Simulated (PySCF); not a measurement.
AlCl₂H₃O₂Si, SMILES [SiH]([Al]([OH])[OH])(Cl)Cl. Atoms are numbered in the order given.

```xyz
9

Si    -0.8388    -0.4551    -0.1521
Cl    -1.5110    -0.0784     1.7939
Cl    -1.5289     1.0796    -1.4025
Al     1.5842    -0.3213    -0.1392
O      2.4405    -1.7519     0.1719
O      2.4213     1.1358    -0.3927
H     -1.5129    -1.7016    -0.6012
H      3.3953    -1.8414     0.2483
H      2.0499     1.9989    -0.5953
```
Charge 0, spin multiplicity 1.

Coordinates come from a B3LYP-D3(BJ)/def2-SVP optimisation. The structure was generated by enumeration; whether it is a known compound was not checked. The values are those of a single conformer.

Calculation: B3LYP-D3(BJ)/def2-SVP (PySCF).

Frequencies are harmonic and unscaled.

Give all harmonic wavenumbers and intensities. (An estimate is asked for; the answer gives what the named calculation found.)


| mode | ν (cm⁻¹) | IR (km/mol) | Raman (Å⁴/amu) | depolarisation | moving atoms (share of kinetic energy) |
|---|---|---|---|---|---|
| 1 | 12 | 0.7 | 0.6 | 0.75 | O 67 %, Cl 24 %, H 9 % |
| 2 | 58 | 2.0 | 0.6 | 0.74 | Cl 53 %, O 32 % |
| 3 | 79 | 5.6 | 0.7 | 0.68 | O 38 %, Cl 35 %, Si 10 %, Al 9 % |
| 4 | 147 | 0.4 | 2.9 | 0.69 | Cl 49 %, O 32 %, Al 14 % |
| 5 | 196 | 10.2 | 3.0 | 0.53 | Cl 48 %, O 21 %, Si 20 % |
| 6 | 217 | 28.7 | 2.7 | 0.67 | O 35 %, Al 23 %, Si 19 %, H 18 % |
| 7 | 245 | 15.8 | 1.7 | 0.48 | Al 59 %, O 17 %, Si 9 % |
| 8 | 333 | 147.5 | 0.9 | 0.70 | H 90 %, O 10 % |
| 9 | 371 | 99.6 | 2.1 | 0.35 | H 81 %, O 13 % |
| 10 | 383 | 40.8 | 16.2 | 0.04 | Si 38 %, Al 23 %, H 16 %, O 14 %, Cl 10 % |
| 11 | 508 | 154.0 | 3.2 | 0.50 | Si 34 %, Cl 29 %, H 28 %, O 8 % |
| 12 | 530 | 95.8 | 1.3 | 0.43 | H 58 %, Si 19 %, Cl 12 %, O 8 % |
| 13 | 548 | 115.9 | 6.7 | 0.74 | Si 55 %, Cl 38 % |
| 14 | 561 | 187.8 | 2.9 | 0.37 | H 66 %, O 30 % |
| 15 | 749 | 168.5 | 11.7 | 0.63 | H 83 % |
| 16 | 790 | 93.8 | 12.0 | 0.75 | H 94 % |
| 17 | 821 | 50.4 | 6.9 | 0.16 | O 51 %, Al 30 %, H 15 % |
| 18 | 952 | 98.8 | 3.3 | 0.75 | Al 49 %, O 45 % |
| 19 | 2232 | 103.5 | 197.0 | 0.25 | H 97 % |
| 20 | 3915 | 106.2 | 236.6 | 0.31 | H 94 % |
| 21 | 3927 | 96.6 | 84.8 | 0.22 | H 94 % |
